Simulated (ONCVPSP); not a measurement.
## What the settings do to the ONCV potential of niobium (Nb)

Base potential:

| Property | Result |
| --- | --- |
| Element | niobium |
| Generator | ONCVPSP 4.0.1 |
| Type | optimised norm-conserving Vanderbilt (ONCV) |
| Functional | PBEsol |
| Relativity | scalar-relativistic |
| Frozen core | [Ar] 3d10 |
| Valence charge | 13 |
| Reference configuration | 4s2 4p6 4d2 (charge +3) |
| Partial waves | 4s: rc 1.55 bohr, ncon 3, nbas 8, qcut 8.2 1/bohr, 2 projectors, debl 2.8 Ha; 4p: rc 1.40 bohr, ncon 4, nbas 7, qcut 5.4 1/bohr, 2 projectors, debl 2.3 Ha; 4d: rc 2.00 bohr, ncon 5, nbas 10, qcut 7.4 1/bohr, 2 projectors, debl 3 Ha |
| Local potential | polynomial inside 0.95 bohr (lpopt 5, dvloc0 0 Ha) |
| Core correction | Teter function, fcfact 4.75, rcfact 1.8 |

In the s channel the program set the typed energies aside and used -3.266, 0.250 Ha. In the p channel the program set the typed energies aside and used -2.374, 0.250 Ha.

All-electron outer shells of the reference configuration (PBEsol, scalar-relativistic, ld1.x):

| shell | level (eV) | outermost node (bohr) | outermost maximum (bohr) |
| --- | --- | --- | --- |
| 4s | -88.88 | 0.53 | 1.02 |
| 4p | -64.59 | 0.54 | 1.12 |
| 4d | -30.56 | 0.55 | 1.40 |

Cutoffs, loose and tight: the cutoffs (Ha) at which the residual kinetic energy of the hardest occupied pseudo-wave falls to 1 and 0.1 mHa per electron. They do not see the model core or the augmentation charge, which bear on the density cutoff. Test errors are all-electron minus pseudo excitation energies from the reference, over the configurations 4s2 4p6 4d4 5s1; 4s2 4p6 4d4; 4s2 4p6 4d3; 4s2 4p6 4d4 5p1. A dash means not determined; rows that change the core or the reference have their own tests.

| change | outcome | cutoff, loose | cutoff, tight | bound ghosts | GHOST(+) flags above zero | largest test error (meV) |
| --- | --- | --- | --- | --- | --- | --- |
| base | generated, projector energies reset by the program | 57 Ha | 74 Ha | none | s | -16 |
| core correction Teter function, fcfact 1.4, rcfact 1.8 | generated, projector energies reset by the program | 57 Ha | 74 Ha | none | s | -1.8 |
| core correction Teter function, fcfact 1.9, rcfact 1.8 | generated, projector energies reset by the program | 57 Ha | 74 Ha | none | s | -3.7 |
| core correction Teter function, fcfact 2.7, rcfact 1.8 | generated, projector energies reset by the program | 57 Ha | 74 Ha | none | s | -7.0 |
| core correction Teter function, fcfact 3.3, rcfact 1.8 | generated, projector energies reset by the program | 57 Ha | 74 Ha | none | s | -9.5 |
| core correction Teter function, fcfact 4.3, rcfact 1.8 | generated, projector energies reset by the program | 57 Ha | 74 Ha | none | s | -14 |
| core correction Teter function, fcfact 4.9, rcfact 1.8 | generated, projector energies reset by the program | 57 Ha | 74 Ha | none | s | -17 |
| core correction Teter function, fcfact 5.5, rcfact 1.8 | generated, projector energies reset by the program | 57 Ha | 74 Ha | none | s | -19 |
| core correction Teter function, fcfact 6.2, rcfact 1.8 | generated, projector energies reset by the program | 57 Ha | 74 Ha | none | s | -23 |
| core correction Teter function, fcfact 7.2, rcfact 1.8 | generated, projector energies reset by the program | 57 Ha | 74 Ha | none | s | -27 |
| core correction Teter function, fcfact 7.6, rcfact 1.8 | generated, projector energies reset by the program | 57 Ha | 74 Ha | none | s | -29 |

Reading the sweep of the fcfact (base included, trends over the rows without a ghost): The loose cutoff stays near 57 Ha. The median size of the test errors (rows with all tests solved) rises from 0.8 meV at 1.4 to 23.6 meV at 7.6.
